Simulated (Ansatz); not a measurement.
Start from `C/C=C(\F)[SeH]` and change one atom or group to get `C/C=C(/C)F`.

Ansatz, PBE0-D4/def2-TZVP geometries, multiplicity 1. Each molecule was computed in one conformer, which needn't be the lowest.

Scalar relativity is left out up to krypton.

| property | `C/C=C(\F)[SeH]` |
| --- | --- |
| size of the dipole moment (ωB97M-V/def2-TZVPP) / D | 1.29 |
| HOMO energy (ωB97M-V/def2-TZVPP) / eV | -8.92 |
| HOMO–LUMO gap (PBE/def2-TZVPP) / eV | 4.47 |
| HOMO energy (B3LYP/def2-TZVPP) / eV | -6.54 |
| size of the dipole moment (PBE/def2-TZVPP) / D | 1.23 |
| HOMO–LUMO gap (B3LYP/def2-TZVPP) / eV | 6.07 |

Task: What does the change do to each property? (Estimate.)

Result: Ansatz gave: 
```tsv
property	`C/C=C(/C)F`	shift
size of the dipole moment (ωB97M-V/def2-TZVPP) / D	1.40	0.11
HOMO energy (ωB97M-V/def2-TZVPP) / eV	-9.09	-0.17
HOMO–LUMO gap (PBE/def2-TZVPP) / eV	5.48	1.01
HOMO energy (B3LYP/def2-TZVPP) / eV	-6.66	-0.12
size of the dipole moment (PBE/def2-TZVPP) / D	1.28	0.05
HOMO–LUMO gap (B3LYP/def2-TZVPP) / eV	7.25	1.18
```

With PBE0 the HOMO falls by 0.11 eV and the LUMO rises by 1.07 eV, so the gap widens by about 1.18 eV. PBE moves the HOMO by -0.05 eV and ωB97M-V by -0.17 eV. Dipoles are sizes alone; their direction can turn.

B3LYP here is the variant with VWN-RPA as its local correlation; programs differ in this.

Spin–orbit coupling is left out; it splits and shifts lone-pair levels of the heavy atoms by tenths of an eV.
